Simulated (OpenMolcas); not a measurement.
Ag2+ with 6 ligands (water) in octahedral coordination (Th). Ligand basis ANO-RCC-VDZP.

| Item | Value |
| --- | --- |
| Program | OpenMolcas 26.06 |
| Method | CASSCF |
| Basis | ANO-RCC-VDZP [6s5p3d1f] |
| Scalar Hamiltonian | DKH2, point nucleus |
| Active space | 9 electrons in 5 orbitals (4d) |
| State averaging | 2S+1 = 2 even, 5 roots |
| Spin-orbit coupling | state interaction with AMFI integrals over the reference wave functions |

All ligands move together. At R = 2.3 Å |10Dq| is 7883 cm-1, and at R = 2.39 Å it is 6055 cm-1.

Q: A third run gives 12642 cm-1. What distance was it run at?

A: With a power law R^-n the two known points give n = -ln(6055 / 7883) / ln(2.39 / 2.3) = 6.87. Then R = 2.3 × (7883 / 12642)^(1/6.87) = 2.147 Å. The run was at 2.14 Å, so the estimate is off by +0.007 Å.

An orbital doublet at a regular site is open to a Jahn-Teller distortion, which this geometry leaves out. With metal d orbitals alone the field can be off either way by tens of per cent. Ligand-to-metal charge-transfer states are missing. No measured value stands beside these numbers; the geometry is a model, was not optimised and need not be the one that this ion takes.
